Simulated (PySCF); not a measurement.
Br₂, charge +1, doublet, geometry from GFN2-xTB (a state made from the parent by changing its charge; the spin is typed, not shown lowest). Base run: PBE0/def2-SVP in PySCF.

Input for PySCF:
```python
from pyscf import gto, scf, dft

mol = gto.Mole()
mol.atom = '''
    Br   -0.00000000   -0.00000000   -1.11909265
    Br    0.00000000    0.00000000    1.11909265
'''
mol.basis = 'def2-svp'
mol.charge = 1
mol.spin = 1
mol.verbose = 5
mol.build()

mf = dft.UKS(mol)
mf.xc = 'pbe0'
mf.kernel()
mf.analyze()
```

The base run was repeated with changes; each row names its change, and settings that it needs were set with it.

| change | basis functions | E (Eh) | HOMO (eV) |
|---|---|---|---|
| base | 64 | -5146.68867 | -15.23 |
| basis = x2c-TZVPall; relativity = spin-free X2C; nucleus = Gaussian (with mol.nucmod = 'G') | 96 | -5211.53078 | -15.10 |
| basis = ANO-RCC-VDZP; relativity = none | 54 | -5103.59554 | -15.26 |
| basis = ANO-RCC-VDZP; relativity = spin-free X2C; nucleus = Gaussian (with mol.nucmod = 'G') | 54 | -5211.53793 | -15.09 |
| basis = jorge-DZP-DKH; relativity = none | 86 | -5131.90688 | -15.58 |
| basis = jorge-DZP-DKH; relativity = spin-free X2C; nucleus = Gaussian (with mol.nucmod = 'G') | 86 | -5211.20743 | -15.47 |
| basis = ANO-RCC-VDZP; relativity = spin-free X2C | 54 | -5211.58075 | -15.09 |
| basis = x2c-TZVPall; relativity = spin-free X2C | 96 | -5211.56617 | -15.10 |
| basis = x2c-TZVPall; relativity = none | 96 | -5115.45748 | -15.17 |
| basis = jorge-DZP-DKH; relativity = spin-free X2C | 86 | -5211.24457 | -15.47 |

Absolute energies of different levels of theory aren't comparable as measures of quality.

Open shells are given as the SCF converged; they aren't shown to be the lowest states, and a large step between rows can be another state.

Basis sets contracted for a relativistic Hamiltonian are a mismatch without it, so the rows without relativity aren't non-relativistic limits. No row has spin-orbit coupling; sets with core potentials leave out the core electrons.
